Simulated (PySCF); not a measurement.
Cartesian coordinates in Å; atom numbers follow the order of the lines, from 1:
```xyz
20

C    -0.460    2.500    0.551
C    -1.133    1.486    0.032
P    -0.438    0.155   -0.987
C    -0.925   -1.271    0.034
Si   -2.691   -1.888    0.219
C     0.192   -1.865    0.512
C     1.394   -1.140    0.227
F     2.576   -1.616    0.675
C     1.285    0.024   -0.450
Si    2.725    1.102   -0.997
H    -0.958    3.276    1.110
H     0.607    2.593    0.441
H    -2.210    1.411    0.134
H    -3.538   -1.132   -0.706
H    -3.122   -1.654    1.601
H    -2.739   -3.317   -0.093
H     0.213   -2.779    1.084
H     2.198    2.075   -1.956
H     3.265    1.782    0.185
H     3.754    0.268   -1.617
```

Computed data (PySCF 2.14): GIAO PBE0/pcSseg-1 shieldings, coordinates at the GFN2-xTB level. Rapidly exchanging positions averaged, gas phase, non-relativistic Hamiltonian, one computed conformer.

Scale: $^{13}$C (186.93 ppm), $^{1}$H (31.72 ppm), $^{29}$Si (349.16 ppm) against TMS; $^{31}$P (318.38 ppm) against H3PO4; $^{19}$F (170.95 ppm) vs CFCl3 (reference shieldings calculated alike).

```
      atoms    nucleus  count  δ (ppm)
         C2   $^{13}$C      1    138.3
        H17    $^{1}$H      1     7.13
         C9   $^{13}$C      1    119.5
         C6   $^{13}$C      1    145.7
        H11    $^{1}$H      1     5.77
        Si5  $^{29}$Si      1        ?
         C4   $^{13}$C      1    157.1
H14/H15/H16    $^{1}$H      3     4.49
H18/H19/H20    $^{1}$H      3        ?
         C7   $^{13}$C      1    181.0
       Si10  $^{29}$Si      1        ?
         P3   $^{31}$P      1        ?
         C1   $^{13}$C      1    128.5
         F8   $^{19}$F      1        ?
        H13    $^{1}$H      1     6.75
        H12    $^{1}$H      1     5.64
```

Question: Estimate the values marked ?.

Answer: 
- H18/H19/H20: 4.52 ppm, hydrogen on a silicon bonded to C
- P3: 42.1 ppm, ring phosphorus
- Si5: -82.3 ppm, silicon bonded to C, 3 H
- Si10: -88.6 ppm, silicon bonded to C, 3 H
- F8: -91.6 ppm, fluorine on an unsaturated ring

Shifts are as computed. Against solution values, carbons near 30 ppm lie about +3 ppm off and those near 130 ppm about +5 ppm. Of 1211 compounds with measured shifts, 218 miss one by over three times the rms of a fit or turn the order of signals round; such compounds aren't used in these exercises. Unscaled 19F shifts against computed CFCl3 carry errors that often reach 10 to 50 ppm. Experimental scales use liquid or dissolved standards, which lie at an offset from isolated H3PO4.
